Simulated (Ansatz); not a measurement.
One change: `C[S][Sn][NH2]` becomes `C[S][Sn][SH]`.

Ansatz, PBE0-D4/def2-TZVP geometries, multiplicity 1. Each molecule was computed in one conformer, which needn't be the lowest.

Elements past krypton have def2 core potentials.

| property | `C[S][Sn][NH2]` |
| --- | --- |
| LUMO energy (ωB97M-V/def2-TZVPP) / eV | -0.01 |
| size of the dipole moment (B3LYP/def2-TZVPP) / D | 2.20 |
| LUMO energy (PBE0/def2-TZVPP) / eV | -1.69 |
| HOMO energy (PBE/def2-TZVPP) / eV | -5.49 |
| HOMO energy (PBE0/def2-TZVPP) / eV | -6.64 |
| LUMO energy (B3LYP/def2-TZVPP) / eV | -1.89 |

Q: Give the same properties after the change, and the shifts. (An estimate is asked.)

A: The calculation gave: 
```tsv
property	`C[S][Sn][SH]`	shift
LUMO energy (ωB97M-V/def2-TZVPP) / eV	-0.62	-0.61
size of the dipole moment (B3LYP/def2-TZVPP) / D	1.05	-1.15
LUMO energy (PBE0/def2-TZVPP) / eV	-2.31	-0.62
HOMO energy (PBE/def2-TZVPP) / eV	-5.88	-0.39
HOMO energy (PBE0/def2-TZVPP) / eV	-6.96	-0.32
LUMO energy (B3LYP/def2-TZVPP) / eV	-2.49	-0.60
```

With PBE0 the HOMO falls by 0.32 eV and the LUMO falls by 0.62 eV, so the gap narrows by about 0.30 eV. PBE moves the HOMO by -0.39 eV and ωB97M-V by -0.21 eV. Dipoles are sizes alone; their direction can turn.

B3LYP here is the variant with VWN-RPA as its local correlation; programs differ in this.
